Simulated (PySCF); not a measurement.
Estimate the missing entries of this data sheet.

Compound: C3H8OSi2.
SMILES: `CO[SiH2]C#C[SiH3]`

Conformer (atom-mapped SMILES and torsion angles): `[CH3:1][O:2][SiH2:3][C:4]#[C:5][SiH3:6]`: C1–O2–Si3–C4 -55°.

```json
{"property": "point group", "level": "PBE0-D3(BJ)/def2-SVP", "value": "C1"}
{"property": "rotational constants A, B, C", "level": "PBE0-D3(BJ)/def2-SVP", "value": "5.252, 0.811, 0.724 GHz"}
{"property": "dipole moment", "level": "CAM-B3LYP/def2-SVPD", "value": "1.18 D"}
{"property": "HOMO energy", "level": "CAM-B3LYP/def2-SVPD", "value": "?"}
{"property": "LUMO energy", "level": "CAM-B3LYP/def2-SVPD", "value": "?"}
{"property": "lowest singlet excitation", "level": "TDDFT CAM-B3LYP/def2-SVPD", "value": "?"}
{"property": "strongest line among the 6 lowest singlet transitions", "level": "TDDFT CAM-B3LYP/def2-SVPD", "value": "S5 at 7.46 eV (166 nm, f = 0.117)"}
{"property": "static isotropic polarisability", "level": "CAM-B3LYP/def2-SVPD", "value": "?"}
{"property": "electronic spatial extent ⟨r²⟩ about the centre of nuclear charge", "level": "CAM-B3LYP/def2-SVPD", "value": "1552 bohr²"}
```

The electronic properties come from PySCF, for the isolated species, density fitting. The structure is a single PBE0-D3(BJ)/def2-SVP conformer in the gas phase; no vibrational or solvent corrections.

Task: Give the static isotropic polarisability.

Result: 94.5 au.

Task: What is the HOMO energy?

Result: -9.46 eV.

Task: What is the lowest singlet excitation?

Result: 5.39 eV (230 nm, f = 0.000).

Task: What is the LUMO energy?

Result: 0.14 eV.

A dipole of 1.18 D is allowed in C1, and pure rotational transitions are dipole-allowed. The dipole matches unit charges of opposite sign 0.25 Å apart (1 e·Å = 4.8032 D). In wavenumbers S1 is 43500 cm⁻¹ (1 eV = 8065.54 cm⁻¹).
